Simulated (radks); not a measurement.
Results of a calculation; reference values are marked as such.
All-electron atom: Hg XVIII in [Kr] 4d10 4f14 5s2 5p1 (the NIST ground configuration). Code: a radial shooting solver on a logarithmic mesh with Libxc functionals. Model: scalar-relativistic Kohn-Sham, PBE, spin-polarised, spherical densities, finite nucleus; open shells are filled with parallel spins first (spin-orbit coupling, left out, can overturn this in heavy ions); Fermi nuclear charge, rms radius 5.4648 fm. Some entries of the table are withheld. Estimate them.

| orbital | occ. | eigenvalue (hartree) | <r^2> (bohr^2) |
|---|---|---|---|
| 1s up | 1 | -3069.317 | 0.0003809 |
| 1s down | 1 | -3069.310 | 0.0003809 |
| 2s up | 1 | -555.4727 | 0.005795 |
| 2s down | 1 | -555.4690 | 0.005795 |
| 2p up | 3 | -481.1097 | 0.004896 |
| 2p down | 3 | -481.1037 | 0.004896 |
| 3s up | 1 | -142.1664 | 0.03730 |
| 3s down | 1 | -142.1620 | 0.03730 |
| 3p up | 3 | -120.6623 | 0.03842 |
| 3p down | 3 | -120.6573 | 0.03842 |
| 3d up | 5 | -98.02296 | 0.03180 |
| 3d down | 5 | -98.01796 | 0.03180 |
| 4s up | 1 | -41.67886 | 0.1787 |
| 4s down | 1 | -41.66962 | 0.1787 |
| 4p up | 3 | -34.59917 | 0.2035 |
| 4p down | 3 | -34.58877 | 0.2034 |
| 4d up | 5 | -26.18531 | 0.2274 |
| 4d down | 5 | -26.17233 | 0.2270 |
| 4f up | 7 | -16.81777 | 0.2538 |
| 4f down | 7 | -16.80030 | 0.2526 |
| 5s up | 1 | -16.70836 | 0.7595 |
| 5s down | 1 | -16.63470 | 0.7587 |
| 5p up | 1 | -14.43027 | (1) |
| 5p down | 0 | -14.35364 | (2) |

Answer. 
(1) 5p up <r^2> (bohr^2): 0.9023
(2) 5p down <r^2> (bohr^2): 0.9027
